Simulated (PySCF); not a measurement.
This PySCF input asks for the NMR shieldings of SMILES FB(F)c1ccc(C(F)(F)F)o1, C$_{5}$H$_{2}$BF$_{5}$O; the geometry comes from GFN2-xTB.

```python
import basis_set_exchange as bse
import numpy as np
from pyscf import gto, dft
from pyscf.prop import nmr

atoms = """
F     2.788767   -2.117532    0.338602
B     2.628823   -0.826202    0.177958
F     3.739226   -0.120330    0.129288
C     1.250223   -0.138295    0.050721
C     0.940681    1.196658   -0.124798
C    -0.460436    1.291111   -0.178393
C    -0.913326    0.006170   -0.031125
C    -2.311783   -0.524657   -0.001997
F    -2.548226   -1.409144   -0.980271
F    -3.199442    0.466660   -0.149653
F    -2.603720   -1.140612    1.151625
O     0.101089   -0.852397    0.105868
H     1.645519    1.998409   -0.203678
H    -1.058074    2.169687   -0.306313
"""
names = dict.fromkeys(["F", "B", "C", "O", "H"], "pcSseg-1")
basis = {el: gto.basis.parse(bse.get_basis(n, elements=[el], fmt="nwchem")) for el, n in names.items()}
mol = gto.M(atom=atoms, basis=basis, charge=0, verbose=0)
mf = dft.RKS(mol, xc="PBE0")
mf.grids.level = 2
mf.grids.alignment = dft.numint.BLKSIZE   # the property module wants whole blocks of grid points
mf.conv_tol = 1e-9
mf.kernel()

calc = nmr.RKS(mf)   # GIAO
C = mf.mo_coeff
Co = C[:, mf.mo_occ > 0]
resp = mf.gen_response(singlet=True, hermi=2)
def vind(x):   # induced exchange potential for any number of trial vectors
    d = np.einsum("pi,xij,qj->xpq", C, 2 * x.reshape(-1, C.shape[1], Co.shape[1]), Co, optimize=True)
    return np.einsum("xpq,pi,qj->xij", resp(d - d.transpose(0, 2, 1)), C, Co, optimize=True).ravel()
mo1, _ = nmr.rhf.solve_mo1(calc, with_cphf=vind)
sigma = calc.kernel(mo1)
for i, s in enumerate(sigma):   # ppm
    print("%2d %-2s %9.2f" % (i, mol.atom_pure_symbol(i), np.trace(s) / 3))
```

Question: Give the expected output.

Answer: 
```
 0 F     259.49
 1 B      80.93
 2 F     265.33
 3 C      32.47
 4 C      48.66
 5 C      65.89
 6 C      29.76
 7 C      58.75
 8 F     244.65
 9 F     259.97
10 F     244.43
11 O      20.24
12 H      23.94
13 H      24.47
```

These numbers come from an equivalent density-fitted implementation of the same equations, which agrees with the script to about 0.01 ppm for H and up to a few tenths of a ppm for heavy atoms, so last digits may differ.

Size and cost of the density-fitted run: 214 basis functions, 51 s wall time on 1 thread of an Arm Neoverse V1, shared host; peak memory 0.93 GiB.
